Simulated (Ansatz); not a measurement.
Calculated with Ansatz (gas phase, PBE0-D4/def2-TZVP geometries, no zero-point term in ΔE). CCSD(T)/CBS is the MP2 limit (def2-TZVPP, def2-QZVPP) plus CCSD(T) − MP2 in def2-TZVPP, frozen cores. DFT in def2-TZVPP. For Ge, Se outer-core shells are correlated without core-valence functions, which leaves a few kJ/mol of doubt a bond. Scalar relativity is left out up to krypton. Each species was taken in one conformer, which may not be the lowest.

Consider the ligand exchange at a Ge–Se bond: `C[Se][GeH2][OH]` + `C[SiH](O)O` → `C[SiH](O)[O][GeH2][OH]` + `C[SeH]`.

CCSD(T)/CBS gives +6.0 kJ/mol.

**Question.** Another level gave +3.3 kJ/mol. Which?
A. ωB97M-V/def2-TZVPP
B. PBE-D4/def2-TZVPP
C. HF/def2-TZVPP
D. r2SCAN/def2-TZVPP

**Answer.** A. ωB97M-V 3.3, PBE-D4 16.2, r2SCAN 8.7, HF/def2-TZVPP -4.3 kJ/mol.

Largest T1 diagnostic among the species: 0.012.

In def2-TZVPP, CCSD(T) changes the Hartree–Fock value by +4.4 kJ/mol (the triples alone add +0.7 kJ/mol) and MP2 by +9.3 kJ/mol. The D4 term adds −4.2 kJ/mol with B3LYP and −2.6 kJ/mol with PBE0; it sums over pairs of atoms, weighted by their polarisabilities, and B3LYP, whose exchange is more repulsive, gets the larger term. From PBE to PBE0 (25 % exact exchange), in def2-TZVPP and without D4, ΔE moves by −3.4 kJ/mol.

B3LYP here is the variant with VWN-RPA as its local correlation; programs differ in this.
